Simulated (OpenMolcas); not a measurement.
# Co5+: the spin-orbit constant, Racah parameters, worked from levels

```
Program             : OpenMolcas
Basis               : ANO-RCC-VQZP [7s6p4d3f2g1h]
Scalar Hamiltonian  : DKH2, point nucleus
Active space        : 4 electrons in 5 orbitals (3d)
State averaging     : 2S+1 = 5 even, 5 roots; 2S+1 = 3 even, 45 roots; 2S+1 = 1 even, 50 roots
Spin-orbit coupling : state interaction with AMFI integrals over the reference wave functions, term energies averaged over their components
```

Methods: CASSCF; MS-CASPT2, IPEA 0.25 Eh, imaginary shift 0.1 Eh (closed shells correlated: 3s 3p). Measured levels: Sugar and Corliss, J. Phys. Chem. Ref. Data 10, 1097 (1981).

**The spin-orbit constant.** For the Hund term 5D of d4, E(J) = (A/2) J(J+1) + constant and ζ = 2S·A = 4A. From J = 0 to J = 4 the energy changes by 10 A.

```
   Source  E(4) - E(0)      A    ζ
   CASSCF       1884.6  188.5  754
MS-CASPT2       1893.3  189.3  757
 measured       1781.6  178.2  713
```

All in cm-1. MS-CASPT2 is off by +6.3 % and CASSCF by +5.8 %. Both methods take the spin-orbit matrix elements from the reference wave functions, so the second can move ζ only through the term energies and any multistate remixing. Second-order mixing with other terms is absorbed into this ζ.

**Racah parameters.** Above 5D, d4 has 3G at 9B + 4C, 3H at 4B + 4C and 3D at 16B + 4C. The first two fix B and C, and the third tests them; where it misses by thousands of cm-1, two parameters do not describe the configuration (Trees and configuration-interaction terms are left out) and B and C hang on the terms chosen. Term energies are centres of gravity, weighted by 2J + 1.

```tsv
Source	3G	3H	B	C	C/B	3D from B, C	3D found
CASSCF	37855	29821	1607	5848	3.64	49104	48502
MS-CASPT2	33976	28071	1181	5837	4.94	42244	41548
measured	33415	27759	1131	5809	5.14	41332	40722
```

Energies in cm-1. From CASSCF to MS-CASPT2, B changes by -26.5 % and C by -0.2 %. Against the measured terms, MS-CASPT2 has B off by +4.4 % and C by +0.5 %.

CASPT2 breaks the degeneracy within a term, and the mean is taken; among the terms shown or strongly mixed into the levels shown the widest spread is 210 cm-1 (3d4 3H, MS-CASPT2). Without dynamic correlation excited terms often stand tens of per cent too high (terms of higher spin than the ground term too low), and those without a measured partner can miss by more than the paired ones (holds for CASSCF). Measured partners are found by configuration, term and J. A level has none where our copy of the source lacks it or the pairing is in doubt (some pairs that miss far off the trend of their configuration count as doubtful), and it then counts in no deviation. Levels of configurations outside the active space are missing.
